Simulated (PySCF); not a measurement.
## Correlation energy of Te (tellurium, neutral)

[Kr] 4d10 5s2 5p4, high-spin 3P determinant. All numbers are calculated (PySCF 2.14, scalar relativity by spin-free X2C-1e, in aug-cc-pVQZ-DK3 (9s8p6d3f2g, 102 functions)). Frozen: [Kr] 4d10; 6 electrons correlated.

MP2 pair energies summed by pair of shells (mhartree):

```csv
pair,energy,share (%)
5s-5p,-44.08,46.5
5p-5p,-42.73,45.0
5s-5s,-8.05,8.5
```

Total MP2 correlation energy: -94.87 mhartree.

Same-spin part -20.30 and opposite-spin part -74.57 mhartree; SCS-MP2 scales them by 1/3 and 6/5 to -96.25 mhartree.
